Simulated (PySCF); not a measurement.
These 3 structures share the formula C6H6FP. Theory: PBE0-D3(BJ)/def2-SVP geometry optimisation, gas phase in PySCF 2.14.0. One conformer each; no zero-point energy, no entropy. No frequencies were run at this level. Point groups hold within 0.08 Å.

**Question.** Order them by energy at this level, lowest first, and give relative energies in kJ/mol.
A. `Cc1ccc(F)pc1`
B. `Cc1cpccc1F`
C. `Fc1cccc(p1)C`

**Answer.** B (0.0), A (18.5), C (19.1).

Neighbours under 10 kJ/mol apart (Cc1ccc(F)pc1 and Cc1cccc(F)p1) can change places with a better method, another conformer or zero-point energy.

```tsv
SMILES	E (Eh)	E rel (kJ/mol)	dipole (D)	point group	A, B, C (MHz)
Cc1cpccc1F	-672.59863	0.0	0.91	Cs	2999, 1509, 1010
Cc1ccc(F)pc1	-672.59159	18.5	2.95	–	3552, 1309, 962.1
Cc1cccc(F)p1	-672.59135	19.1	2.71	Cs	3023, 1524, 1020
```

**Question.** How do the relative energies change in single points at PBE0/pcSseg-1 (no added dispersion term) on the same geometries?

**Answer.** 
| SMILES | PBE0-D3(BJ)/def2-SVP (kJ/mol) | PBE0/pcSseg-1 (kJ/mol) | shift |
| --- | --- | --- | --- |
| Cc1cpccc1F | 0.0 | 0.0 | 0.0 |
| Cc1ccc(F)pc1 | 18.5 | 16.8 | -1.7 |
| Cc1cccc(F)p1 | 19.1 | 17.7 | -1.4 |

Each column counts from its own lowest isomer. The order is unchanged; the largest shift is 1.7 kJ/mol.
